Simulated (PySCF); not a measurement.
## Structure from 2D NMR

Compound of formula C$_{5}$H$_{11}$NO$_{2}$Si. Correlations simulated from computed shifts and the bond graph:

HSQC (one-bond C–H):
| δH | δC |
| --- | --- |
| 3.98 | 53.4 |
| 1.46 | 3.5 |
| 0.34 | -5.4 |

HMBC (two and three bonds, from the bond graph):
| δH | δC |
| --- | --- |
| 1.46 | 124.5, -5.4 |
| 0.34 | 3.5 |

Carbons without hydrogens: δ 124.5.

Method: geometry from GFN2-xTB, shielding tensors at PBE0/pcSseg-1 (GIAO), in PySCF 2.14 (isolated molecule, non-relativistic, one conformer, fast rotation and ring inversion assumed for equivalent nuclei).

δ = σ(ref) − σ, references computed at the same level: TMS for ¹H, ¹³C.

Exchangeable hydrogens are left out of these lists.

Work out the connectivity.

## Answers

SMILES C[Si](OC)(CC#N)OC.

Structure with atom numbers: `[CH3:1][O:2][Si:3]([CH3:4])([CH2:5][C:6]#[N:7])[O:8][CH3:9]`. Each H is labelled by its parent atom.

- δC 124.5 is C6, a nitrile carbon.
- δC 53.4 is C1/C9, a methyl carbon bonded to O (δH 3.98).
- δC 3.5 is C5, an sp3 CH2 bonded to Si, α to a nitrile (δH 1.46).
- δC -5.4 is C4, a methyl carbon bonded to Si (δH 0.34).
- HMBC from δH 1.46 reaches the proton-free carbon C6.

The data come from this structure; uniqueness wasn't tested.

Shifts are as computed. Against solution values, carbons near 30 ppm lie about +3 ppm off and those near 130 ppm about +5 ppm. Of 1211 compounds with measured shifts, 218 miss one by over three times the rms of a fit or turn the order of signals round; such compounds aren't used in these exercises.
